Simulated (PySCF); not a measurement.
Zr(Cl)2(NH2)(Me) (CH₅Cl₂NZr), SMILES [CH3][Zr]([NH2])([Cl])[Cl], multiplicity 1. Geometry optimised at PBE0-D3(BJ)/def2-SVP. The multiplicity is an assumed one; no other spin state was optimised. The structure was generated by enumeration; whether it is a known compound was not checked. The def2 effective core potentials stand for the cores of Zr; spin–orbit coupling is left out. Other conformers were not sampled.

Task: Give the equilibrium geometry at PBE0-D3(BJ)/def2-SVP (PySCF confirms it by a frequency run) as Cartesian coordinates in Å, and its point group. (The exact figures need the calculation; the answer reports its results.)

Result: This is not unique; one that fits is point group Cs.
```xyz
10

Zr     0.0541     0.1645     0.0000
Cl    -0.0162    -1.0069    -2.0447
Cl    -0.0162    -1.0069     2.0447
N      1.5631     1.4755     0.0000
H      2.0248     1.8498    -0.8280
H      2.0248     1.8498     0.8280
C     -1.7368     1.4396     0.0000
H     -2.6449     0.8094     0.0000
H     -1.7713     2.0895     0.8918
H     -1.7713     2.0895    -0.8918
```
Charge 0, spin multiplicity 1.
